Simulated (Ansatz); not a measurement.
Problem. Name a neutral molecule of C, O, Si and H with HOMO–LUMO gap (PBE/def2-TZVPP) between 3.55 and 3.85 eV and HOMO energy (PBE/def2-TZVPP) between -5.50 and -5.20 eV (Ansatz, PBE0-D4/def2-TZVP geometry).

Solution. `CC(C)(C)O[Si]OC(C)(C)C` (3.75 eV, -5.33 eV). Other molecules can fit too; these were computed, each in one conformer that needn't be the lowest.
